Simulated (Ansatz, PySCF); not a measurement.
Reaction (SMILES): N[SiH3] → N[SiH2-] + H+
Geometries: B3LYP-D3(BJ)/def2-TZVP minima from Ansatz (a first-principles code), one conformer each, not searched for the lowest. Frequencies are from Ansatz.
Geometry of the first species:
```
Si
N 1 1.7237
H 2 1.0079 1 120.20
H 2 1.0079 3 110.80 1 147.52
H 1 1.4811 2 107.87 3 -48.00
H 1 1.4811 5 110.61 2 117.76
H 1 1.4892 5 107.32 6 116.78
```

Quantity: gas-phase deprotonation energy (enthalpy at 298 K, with B3LYP-D3(BJ) rigid-rotor harmonic-oscillator terms), in kcal/mol. Correlated levels leave the core frozen unless marked. No spin-orbit coupling. Non-relativistic. Anions need diffuse functions: aug- sets have them; def2-D sets add few; the other sets have none. CBS marks a two-point X^-3 extrapolation of the correlation energy; Hartree-Fock from the larger set.

CCSD(T)/CBS(aug-cc-pV(T+d)Z,aug-cc-pV(Q+d)Z) (Ansatz) gives 381.7 kcal/mol.

**Question.** Another calculation gave 383.9 kcal/mol. Which level was it?
(A) BLYP/def2-TZVPD (Ansatz)
(B) wB97X-V/def2-TZVPD (Ansatz)
(C) SVWN5/def2-TZVPD (Ansatz)
(D) M06-2X/def2-TZVPD (PySCF)

**Answer.** B, wB97X-V/def2-TZVPD (Ansatz). The others give 381.1 (M06-2X), 378.3 (BLYP), 368.8 (SVWN5) kcal/mol.
